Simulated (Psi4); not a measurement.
F2Ge, charge +1, doublet, geometry from GFN2-xTB (a state made from the parent by changing its charge; the spin is typed, not shown lowest); HF/def2-SVP in Psi4 1.11.

Here is a job for Psi4.
```
memory 2 GB

molecule mol {
1 2
  Ge    0.009689   -0.006771    0.301893
  F     0.795187    1.454606   -0.530416
  F    -0.829637   -1.430529   -0.542983
}

set basis def2-svp
set reference uhf

energy('scf')
print_variables()
```

Problem. What does Psi4 print? Leave out banner, timings and long lists.

Solution. 
```
   => Loading Basis Set <=

    Name: DEF2-SVP
    Role: ORBITAL
    Keyword: BASIS

         ---------------------------------------------------------
                                   SCF
               by Justin Turney, Rob Parrish, Andy Simmonett
                          and Daniel G. A. Smith
                              UHF Reference
         ---------------------------------------------------------

  ==> Geometry <==

    Molecular point group: cs
    Full point group: Cs

    Geometry (in Angstrom), charge = 1, multiplicity = 2:

       Center              X                  Y                   Z               Mass
    ------------   -----------------  -----------------  -----------------  -----------------
         GE           0.001082070517    -0.284923139032     0.000000000000    73.921177761000
         F           -1.657705976998     0.548017632591     0.000000000000    18.998403162730
         F            1.653495732254     0.560594171686     0.000000000000    18.998403162730

  Running in cs symmetry.

  Rotational constants: A =      0.95370  B =      0.16186  C =      0.13837 [cm^-1]
  Rotational constants: A =  28591.29545  B =   4852.35487  C =   4148.32443 [MHz]
  Nuclear repulsion =  177.157177361289570

  Charge       = 1
  Multiplicity = 2
  Electrons    = 49
  Nalpha       = 25
  Nbeta        = 24

  ==> Algorithm <==

  SCF Algorithm Type is DF.
  DIIS enabled.
  MOM disabled.
  Fractional occupation disabled.
  Guess Type is SAD.
  Energy threshold   = 1.00e-06
  Density threshold  = 1.00e-06
  Integral threshold = 1.00e-12

  ==> Primary Basis <==

  Basis Set: DEF2-SVP
    Blend: DEF2-SVP
    Number of shells: 24
    Number of basis functions: 60
    Number of Cartesian functions: 65
    Spherical Harmonics?: true
    Max angular momentum: 2

   => Loading Basis Set <=

    Name: (DEF2-SVP AUX)
    Role: JKFIT
    Keyword: DF_BASIS_SCF

  ==> Integral Setup <==

  SCF_SUBTYPE=INCORE selected. In-core MEM_DF algorithm will be used.
  Using in-core AOs.

  ==> MemDFJK: Density-Fitted J/K Matrices <==

    J tasked:                   Yes
    K tasked:                   Yes
    wK tasked:                   No
    Algorithm:                 Core
    Schwarz Cutoff:           1E-12
    Mask sparsity (%):       1.6111
    Fitting Condition:        1E-10

   => Auxiliary Basis Set <=

  Basis Set: (DEF2-SVP AUX)
    Blend: DEF2-UNIVERSAL-JKFIT
    Number of shells: 110
    Number of basis functions: 420
    Number of Cartesian functions: 557
    Spherical Harmonics?: true
    Max angular momentum: 5

  Minimum eigenvalue in the overlap matrix is 5.6037341304E-02.
  Reciprocal condition number of the overlap matrix is 1.9539422349E-02.
    Using symmetric orthogonalization.

  ==> Pre-Iterations <==

  SCF Guess: Superposition of Atomic Densities via on-the-fly atomic UHF (no occupation information).

   -------------------------
    Irrep   Nso     Nmo
   -------------------------
     A'        42      42
     A"        18      18
   -------------------------
    Total      60      60
   -------------------------

  ==> Iterations <==

                           Total Energy        Delta E     RMS |[F,P]|

   @DF-UHF iter SAD: -2268.66655055176170   -2.26867e+03   0.00000e+00
   @DF-UHF iter   1: -2272.76605361121165   -4.09950e+00   4.15303e-02 DIIS/ADIIS
   @DF-UHF iter   2: -2273.22150324616405   -4.55450e-01   2.69807e-02 DIIS/ADIIS
   @DF-UHF iter   3: -2273.45454932984831   -2.33046e-01   3.62631e-03 DIIS/ADIIS
   @DF-UHF iter   4: -2273.46122997491193   -6.68065e-03   8.43011e-04 DIIS/ADIIS
   @DF-UHF iter   5: -2273.46238690937525   -1.15693e-03   3.47471e-04 DIIS/ADIIS
   @DF-UHF iter   6: -2273.46294620949811   -5.59300e-04   1.66955e-04 DIIS/ADIIS
   @DF-UHF iter   7: -2273.46312424882080   -1.78039e-04   8.02361e-05 DIIS
   @DF-UHF iter   8: -2273.46317797939491   -5.37306e-05   2.85199e-05 DIIS
   @DF-UHF iter   9: -2273.46318402436600   -6.04497e-06   8.13065e-06 DIIS
   @DF-UHF iter  10: -2273.46318441031053   -3.85945e-07   4.16555e-06 DIIS
   @DF-UHF iter  11: -2273.46318454027551   -1.29965e-07   2.42678e-06 DIIS
   @DF-UHF iter  12: -2273.46318460156726   -6.12918e-08   7.76092e-07 DIIS
  Energy and wave function converged.

  ==> Post-Iterations <==

   @Spin Contamination Metric:   6.314342503E-02
   @S^2 Expected:                7.500000000E-01
   @S^2 Observed:                8.131434250E-01
   @S   Expected:                5.000000000E-01
   @S   Observed:                5.000000000E-01

    Orbital Energies [Eh]
    ---------------------

    Alpha Occupied:

[...]
      19Ap    -0.783694

    Alpha Virtual:

[...]
    Beta Occupied:

[...]
    Beta Virtual:

[...]
    Final Occupation by Irrep:
             Ap   App
    DOCC [    18,    6 ]
    SOCC [     1,    0 ]
    NA   [    19,    6 ]
    NB   [    18,    6 ]

  @DF-UHF Final Energy: -2273.46318460156726

   => Energetics <=

    Nuclear Repulsion Energy =            177.1571773612895697
    One-Electron Energy =               -3510.1021231633958450
    Two-Electron Energy =                1059.4817612005388128
    Total Energy =                      -2273.4631846015672636

  UHF NO Occupations:
  HONO-2 :   17 Ap 1.9848347
  HONO-1 :   18 Ap 1.9839337
  HONO-0 :   19 Ap 1.0000000
  LUNO+0 :   20 Ap 0.0160663
  LUNO+1 :   21 Ap 0.0151653
  LUNO+2 :   22 Ap 0.0001270
  LUNO+3 :   23 Ap 0.0001040

Computation Completed

Properties will be evaluated at   0.000000,   0.000000,   0.000000 [a0]

Properties computed using the SCF density matrix

 Multipole Moments:

 ------------------------------------------------------------------------------------
     Multipole            Electronic (a.u.)      Nuclear  (a.u.)        Total (a.u.)
 ------------------------------------------------------------------------------------

 L = 1.  Multiply by 2.5417464519 to convert [e a0] to [Debye]
 Dipole X            :          0.0108399           -0.0061717            0.0046681
 Dipole Y            :         -2.8539617            1.6250998           -1.2288619
 Dipole Z            :          0.0000000            0.0000000            0.0000000
 Magnitude           :                                                    1.2288707

 ------------------------------------------------------------------------------------

  Variable Map:
  ----------------------------------------------------------------------------
[...]
  Array Variable Map:
  ----------------------------------------------------------------------------
[...]
[...]
```
